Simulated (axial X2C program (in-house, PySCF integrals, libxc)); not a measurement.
## Bond lengths and stretching modes, held linear, of CuSH

Computed with an axial X2C code built on PySCF integrals: two-component X2C with atomic mean-field Coulomb and Gaunt terms, Gaussian nuclei, basis Cu dyall-v3z, S dyall-av3z, H dyall-v3z with contracted cores. Spin-free rows use the one-electron spin-free X2C Hamiltonian.

Masses Cu 62.930, S 31.972, H 1.008 u. States: 2c Ω = 0 (all partner blocks equally filled); spin-free M_S = 0, Λ = 0 (closed shell).

PBE0, spin-free: energies above the lowest point

```
r(Cu–S) (Å)  r(S–H) (Å)  E (meV)
     1.9919      1.2977    33.87
     1.9919      1.3310    18.87
     1.9919      1.3643    34.95
     2.0430      1.2977    15.25
     2.0430      1.3310     0.00
     2.0430      1.3643    15.85
     2.0430      1.3976    57.78
     2.0941      1.2977    33.15
     2.0941      1.3310    17.58
     2.0941      1.3643    33.11
     2.1452      1.3310    63.66
     2.1452      1.3976   120.05
```

**Question.** Fit a quadratic surface with cubic terms in each bond: where is the minimum, and what are the two stretching wavenumbers?

**Answer.** At PBE0, spin-free: bonds 2.042 and 1.330 Å; harmonic stretches 419.3 and 2802.1 cm⁻¹; force constants 2.24, 4.52 and coupling -0.03 mdyn/Å.

The other levels and Hamiltonians give:

```csv
Hamiltonian,level,r(Cu–S) (Å),r(S–H) (Å),lower stretch (cm⁻¹),upper stretch (cm⁻¹)
2c,PBE0,2.042,1.330,419.0,2801.4
2c,HF,2.169,1.318,323.1,2925.4
2c,B3LYP,2.057,1.331,410.6,2757.9
2c,MP2,2.024,1.324,424.1,2851.7
spin-free,HF,2.169,1.318,323.6,2926.2
spin-free,B3LYP,2.056,1.331,410.9,2758.7
spin-free,MP2,2.023,1.324,424.5,2852.7
```

Each state is one determinant, the lowest of a limited PBE0 search; the stretches come from a fit to these few points and carry an uncertainty of a few per cent. Other orders of the atoms were not compared. The levels spread by more than a fifth, so the stretches depend strongly on the method. MP2 freezes inner shells (threshold -2 hartree). The molecule was held linear; bending was not examined, so a bent shape may lie lower. Hydrosulfides and their kin are strongly bent in nature, so this linear model does not describe the real molecule.
